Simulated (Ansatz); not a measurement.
Species: Cl₃In, SMILES `[Cl][In]([Cl])[Cl]` (charge 0, multiplicity 1).

**Question.** Give a relaxed geometry from Ansatz (an electronic-structure program) with PBE-D3(BJ)/def2-TZVP.

**Answer.** the end point of this relaxation (outside a Z-matrix the atoms follow the SMILES, hydrogens last).
Z-matrix (Å, degrees):
```
In
Cl 1 2.3156
Cl 1 2.3156 2 120.00
Cl 1 2.3156 2 120.00 3 180.00
```
